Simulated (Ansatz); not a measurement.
A nudged elastic band was laid between two geometries of H₆N₂OSi (10 atoms, charge 0, multiplicity 1).

Level of theory: Ansatz, UKS PBE-D4/def2-SVP.

```json
{
  "movable images": "5",
  "climbing image": "yes",
  "spring": "5.0 eV/Å²",
  "optimiser": "quadratic models (default)",
  "start path": "through a guess of the saddle point",
  "force threshold": "0.03 eV/Å",
  "iteration limit": "60",
  "end points": "relaxed"
}
```

First end point:

```xyz
10
Properties=species:S:1:pos:R:3
Si 0.081 -0.176 -0.306
H 0.924 -1.190 -1.049
O -0.710 0.748 -1.479
H -0.214 0.806 -2.313
N 1.214 0.584 0.761
N -1.228 -0.687 0.694
H 0.913 1.355 1.363
H 2.192 0.687 0.485
H -2.124 -0.943 0.278
H -1.048 -1.183 1.567
```

Last end point:

```xyz
10
Properties=species:S:1:pos:R:3
Si -0.177 0.268 0.195
H 0.696 -0.812 -3.852
O -0.261 0.518 -1.333
H 0.441 -0.454 -3.215
N 1.067 0.816 1.221
N -1.320 -0.594 1.120
H 1.130 0.666 2.228
H 1.846 1.356 0.841
H -2.141 -1.001 0.671
H -1.281 -0.762 2.125
```

Problem. Which bonds break or form, and what moves?

Solution. Bonds broken: Si1–H2, O3–H4. Bonds formed: H2–H4. H6N2OSi becomes H2 + H4N2OSi.

Problem. What energy profile does the band end with?

Solution. The run converged. The highest image is number 3 of 0 to 6, 204.4 kJ/mol above the first end and 59.1 kJ/mol above the last; the last end lies 145.3 kJ/mol above the first. Neighbouring images differ by up to 1.8 eV, so the band resolves the path poorly. A vibrational analysis at the climbing image gives one clearly imaginary mode, 1162i cm⁻¹: a first-order saddle point. The orbitals stay closed-shell, which can raise the energy where a bond breaks towards radicals; this wasn't checked here.

| image | path coordinate (Å) | energy (kJ/mol) | Si1–H2 (Å) | O3–H4 (Å) | H2–H4 (Å) |
| --- | --- | --- | --- | --- | --- |
| 0 | 0.00 | 0.0 | 1.51 | 0.97 | 2.62 |
| 1 | 0.88 | 11.7 | 1.51 | 0.97 | 2.42 |
| 2 | 1.77 | 32.9 | 1.53 | 0.98 | 1.99 |
| 3 | 2.65 | 204.4 | 1.89 | 1.43 | 0.98 |
| 4 | 3.88 | 148.5 | 3.08 | 2.36 | 0.77 |
| 5 | 5.11 | 146.2 | 3.74 | 2.29 | 0.77 |
| 6 | 6.33 | 145.3 | 4.28 | 2.23 | 0.77 |

Problem. What is the geometry of the highest image?

Solution. 
```xyz
10
Properties=species:S:1:pos:R:3
Si -0.154 0.265 -0.253
H 0.607 -0.938 -1.491
O -0.562 1.028 -1.595
H 0.163 -0.164 -1.902
N 1.129 0.776 0.744
N -1.238 -0.682 0.655
H 1.418 0.324 1.613
H 1.840 1.404 0.368
H -2.097 -1.042 0.238
H -1.106 -0.971 1.623
```

The band took 22 iterations and of the order of 5 core-minutes.

Run time: 2.6 min on 2 threads of Intel(R) Xeon(R) Platinum 8488C (Sapphire Rapids), with other jobs on the host, peak memory 0.17 GiB.
